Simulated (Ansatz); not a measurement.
Born–Oppenheimer molecular dynamics of CH9BOSi (13 atoms, charge 0, multiplicity 1). It starts at the highest image of a converged band. Of that band: Neighbouring images differ by up to 1.4 eV, so the band resolves the path poorly. A vibrational analysis at the climbing image gives one clearly imaginary mode, 1157i cm⁻¹: a first-order saddle point.

Level of theory: Ansatz, RKS PBE/def2-SVP.

- ensemble: NVE (velocity Verlet)
- time step: 0.5 fs
- steps asked: 200
- starting velocities drawn for: 100 K
- seed: 4668

First frame:

```xyz
13
Properties=species:S:1:pos:R:3
B 0.033 -0.313 0.215
C -0.017 0.032 1.941
H -0.885 -0.261 2.571
H 0.922 -0.057 2.522
H -0.165 1.109 1.723
H 1.046 0.185 -0.244
H -1.046 -0.001 -0.270
O 0.176 -1.911 0.322
Si -0.896 -2.958 -0.484
H -0.574 -4.352 -0.033
H -2.326 -2.635 -0.144
H -0.671 -2.818 -1.962
H 0.021 -1.229 1.342
```

(1) How far do the bonds stretch over the last three quarters of this one trajectory? (Pairs bonded in most of those frames.)

Answers

(1) 
```tsv
bond	mean (Å)	spread (Å)	shortest	longest
B1–C2	1.603	0.050	1.52	1.70
B1–H6	1.234	0.016	1.21	1.28
B1–H7	1.240	0.011	1.23	1.27
C2–H3	1.113	0.005	1.10	1.12
C2–H4	1.113	0.018	1.08	1.14
C2–H5	1.116	0.020	1.08	1.15
O8–Si9	1.742	0.019	1.71	1.80
O8–H13	0.990	0.028	0.94	1.03
Si9–H10	1.506	0.006	1.50	1.52
Si9–H11	1.495	0.007	1.48	1.51
Si9–H12	1.499	0.006	1.49	1.51
```

Mean temperature of the second half: 348 K. The conserved energy stayed within 0.067 meV per atom of its start (net change -0.035 meV per atom), so the integration is sound. The system heated up, since it started high on the potential surface and ran downhill. A run of 0.1 ps of so small a system gives no equilibrium averages. The orbitals stay closed-shell, which can raise the energy where a bond breaks towards radicals; this wasn't checked here.

Time of the run: 2.1 min on 2 threads of AMD EPYC 9R45 96-Core Processor (Zen 5), with other jobs on the host, peak memory 0.16 GiB.
